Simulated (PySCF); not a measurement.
**SMILES CC#[N+][GaH2-][CH2]Cl, C₃H₇ClGaN**

Molfile (atoms numbered from 1):
```
C3H7ClGaN
     RDKit          3D

 13 12  0  0  0  0  0  0  0  0999 V2000
    2.9751    0.0631   -0.2684 C   0  0  0  0  0  0  0  0  0  0  0  0
    1.6075   -0.3314   -0.3323 C   0  0  0  0  0  0  0  0  0  0  0  0
    0.5118   -0.6685   -0.3767 N   0  0  0  0  0  0  0  0  0  0  0  0
   -1.5155   -0.8137   -0.8182 Ga  0  0  0  0  0  4  0  0  0  0  0  0
   -2.2196    0.9636   -0.2214 C   0  0  0  0  0  0  0  0  0  0  0  0
   -3.7415    0.1894   -0.8864 Cl  0  0  0  0  0  0  0  0  0  0  0  0
    3.6113   -0.8219   -0.2819 H   0  0  0  0  0  0  0  0  0  0  0  0
    3.1524    0.6233    0.6495 H   0  0  0  0  0  0  0  0  0  0  0  0
    3.2113    0.6911   -1.1273 H   0  0  0  0  0  0  0  0  0  0  0  0
   -1.7846   -2.0129    0.0844 H   0  0  0  0  0  0  0  0  0  0  0  0
   -1.2700   -0.9924   -2.3199 H   0  0  0  0  0  0  0  0  0  0  0  0
   -2.0955    1.8951   -0.7770 H   0  0  0  0  0  0  0  0  0  0  0  0
   -2.4470    1.2155    0.8159 H   0  0  0  0  0  0  0  0  0  0  0  0
  1  2  1  0
  2  3  3  0
  3  4  1  0
  4  5  1  0
  5  6  1  0
  1  7  1  0
  1  8  1  0
  1  9  1  0
  4 10  1  0
  4 11  1  0
  5 12  1  0
  5 13  1  0
M  CHG  2   3   1   4  -1
M  END
```

Level of theory: GIAO wB97X-D/pcSseg-1 magnetisability, rotational g tensor and spin-rotation constants, non-relativistic, gas phase in PySCF 2.14.0. Geometry: GFN2-xTB.

The calculation is non-relativistic, which matters for the atoms heavier than Zn.

Question: Give the nuclear spin-rotation constants along the inertial axes (H = +C I·J) beside the isotropic shieldings.

Answer: Rotational constants 7.0055, 0.7537, 0.6962 GHz. A star marks the isotopologue with that one atom substituted, in its own axes.
| atom | isotope | Caa (kHz) | Cbb (kHz) | Ccc (kHz) | mean (kHz) | σ (ppm) |
| --- | --- | --- | --- | --- | --- | --- |
| N3 | 14N | 0.247 | 0.138 | 0.138 | 0.174 | 10.2 |
| Ga4 | 69Ga | 12.270 | 1.181 | 0.802 | 4.751 | 1621.6 |
| Cl6 | 35Cl | 0.581 | 0.096 | 0.047 | 0.242 | 988.5 |
| H7 | 1H | -0.414 | -0.031 | -0.078 | -0.174 | 29.6 |
| H8 | 1H | -0.759 | -0.033 | -0.042 | -0.278 | 29.7 |
| H9 | 1H | -0.791 | -0.074 | -0.001 | -0.288 | 29.6 |
| H10 | 1H | -0.566 | -0.026 | -0.015 | -0.203 | 28.4 |
| H11 | 1H | -0.550 | -0.046 | 0.004 | -0.197 | 28.1 |
| H12 | 1H | -0.744 | -0.021 | -0.026 | -0.264 | 29.0 |
| H13 | 1H | -0.729 | -0.050 | -0.001 | -0.260 | 29.0 |
| C1 | 13C* | 0.750 | 0.086 | 0.080 | 0.305 | 186.1 |
| C2 | 13C* | 0.468 | 0.306 | 0.301 | 0.358 | 61.2 |
| C5 | 13C* | 0.825 | 0.151 | 0.109 | 0.362 | 157.3 |

For the geometry as given, no vibrational averaging.

Question: How do the rotational constants and the g tensor change when H7, H8, H9, H10, H11, H12, H13 are replaced by deuterium?

Answer: Constants 5.4444, 0.6816, 0.6286 GHz; g -0.0069, -0.0002, 0.0010, against -0.0086, 0.0002, 0.0014 before.
